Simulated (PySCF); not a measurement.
**From computed data to an observable: oscillator strength and radiative lifetime**

Be(OH)2 (BeH2O2), SMILES [OH][Be][OH].

Coordinates come from a B3LYP-D3(BJ)/def2-TZVP optimisation. The values are those of a single conformer.

TDDFT-LC-ωPBE/def2-TZVPD in PySCF puts the first singlet state with f over 0.02 at 7.61 eV (vertical), with the transition dipole (0.348, 0.138, 0.000) in atomic units.

### Question
Find the oscillator strength, the wavelength and the radiative lifetime that this transition would have in vacuum if emission retraced absorption.

### Answer

|μ|² = 0.1401 au, so |μ| = 0.95 D. ΔE = 7.61/27.211 = 0.2797 hartree. f = (2/3) ΔE |μ|² = 0.026 (the program prints 0.026).
λ = 1239.84/7.61 = 163 nm; ν = 61379 cm⁻¹.
Einstein's coefficient A = 0.6670 ν² f s⁻¹ (ν in cm⁻¹) = 6.6e7 s⁻¹, so τ = 1/A = 15 ns. This state is S1. The figure is the radiative limit of this one transition; relaxation, internal conversion, crossing to triplets and a medium change what is measured.
